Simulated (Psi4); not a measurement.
tert-butylarsine (C4H11As), singlet, at a GFN2-xTB geometry. Base run: CAM-B3LYP/3-21G in Psi4.

Input for Psi4:
```
memory 2 GB

molecule mol {
0 1
  C    -0.833161    1.276581    1.243048
  C    -0.733443    0.023515    0.382388
  C    -0.870086   -1.218516    1.259273
  C    -1.837038    0.031185   -0.672247
  As    1.042496   -0.079695   -0.573454
  H    -1.796916    1.318046    1.752348
  H    -0.733185    2.173158    0.630401
  H    -0.047782    1.287334    1.999518
  H    -0.797860   -2.124037    0.653878
  H    -1.830961   -1.228024    1.774634
  H    -0.078283   -1.244201    2.009854
  H    -1.774793   -0.861438   -1.297578
  H    -1.743177    0.907529   -1.315828
  H    -2.822195    0.053059   -0.205390
  H     1.023616    1.364497   -0.993214
  H     1.841532    0.307412    0.640603
}

set basis 3-21g
set reference rks

energy('cam-b3lyp')
print_variables()
```

Each row names what was changed in the base input (with any setting that the change needs).

```
change                           ΔE vs base (mEh)  SCF cycles  grid points  basis functions        outcome
-------------------------------  ----------------  ----------  -----------  ---------------  -------------
base                                        0.000           8       337609               81      converged
guess = modhuckel                           0.000           9       337609               81      converged
scf_type = out_of_core                      0.147           8       337609               81      converged
guess = core                                0.000          13       337609               81      converged
dft_radial_scheme = multiexp                0.006           8       357874               81      converged
level_shift = 0.3                           0.000           8       337609               81      converged
dft_pruning_scheme = treutler               0.301           8       183219               81      converged
scf_type = cd                                   -           -            -                -  input refused
scf_initial_accelerator = ediis             0.000           8       337609               81      converged
basis_guess = true                          0.000           1       337609               81      converged
dft_nuclear_scheme = stratmann             -0.032           8       310394               81      converged
dft_radial_points = 150                     0.000           8       669604               81      converged
puream = true                          (withheld)           8       337609       (withheld)      converged
```

Q: Fill in the missing entries.

A: 
- puream = true, ΔE vs base (mEh): 15.027
- puream = true, basis functions: 80

- scf_type = cd: ended with `psi4.driver.p4util.exceptions.ValidationError: SCF: SCF_TYPE (CD) not supported for range-separated functionals, plese use SCF_TYPE = 'DF' to automatically select the correct JK build.`
